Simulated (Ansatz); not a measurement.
Ideal-gas functions of C$_{2}$H$_{3}$FOSi (`FC1=C[SiH2]O1`) at 298.15 K and 1 bar, from an Ansatz frequency run at PBE0-D4/def2-TZVP.

Molar mass 90.13 g/mol, point group Cs (symmetry number 1), electronic degeneracy 1, moments of inertia 43.26, 150.851, 188.129 u Å². Harmonic wavenumbers (cm⁻¹, unscaled): 175, 453, 559, 587, 649, 690, 699, 728, 765, 837, 978, 1034, 1077, 1356, 1643, 2259, 2266, 3316.

Use S(trans) = R[1.5 ln M + 2.5 ln T − 1.1517]; rotational temperatures θ = 24.2544 K / I; S(rot) = R[ln(√π/σ · √(T³/θAθBθC)) + 1.5]; for each mode x = 1.438777 ν̃/T, S = R[x/(eˣ − 1) − ln(1 − e⁻ˣ)] and H = RT x/(eˣ − 1); 1 cm⁻¹ = 0.0119627 kJ/mol; R = 8.31446 J/(mol·K).

Task: By hand: the entropy, in J/(mol·K).

Result: Translation 165.0. Rotation: θ = 0.5607, 0.1608, 0.1289 K, giving 106.8. Vibration, mode by mode: 9.96, 3.29, 2.20, 1.98, 1.56, 1.33, 1.29, 1.15, 0.99, 0.75, 0.43, 0.34, 0.29, 0.09, 0.03, 0.00, 0.00, 0.00, in all 25.7. Electronic 0.0. Sum 297.5 J/(mol·K).

Task: By hand: H − E and G − E in kJ/mol, counted from the electronic energy.

Result: Zero-point energy ½ × 20071 × 0.0119627 = 120.1; thermal vibration 5.1; translation, rotation and pV give 4 RT = 9.9. H − E = 135.1 kJ/mol, and G − E = 135.1 − 298.15 × 297.5/1000 = 46.4 kJ/mol.

Vibration gives 9 % of the entropy.
